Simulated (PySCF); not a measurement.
Electron correlation in Mo³⁺ (molybdenum, charge +3)

[Kr] 4d3, high-spin 4F determinant. All numbers are calculated (PySCF 2.14, a scalar-relativistic core potential, in aug-cc-pVTZ-PP with ECP28MDF (6s6p5d3f2g, 88 functions)). Frozen: 4s2 4p6; 3 electrons correlated.

| level | correlation energy (mhartree) |
| --- | --- |
| CCSD | -18.31 |
| (T) | -0.07 |
| CCSD(T) | -18.38 |

Diagnostics: T1 = 0.00042, D1 = 0.0006, largest double amplitude 0.017.

Cost of the coupled-cluster step: roughly 10 core-seconds, for 3 correlated electrons.
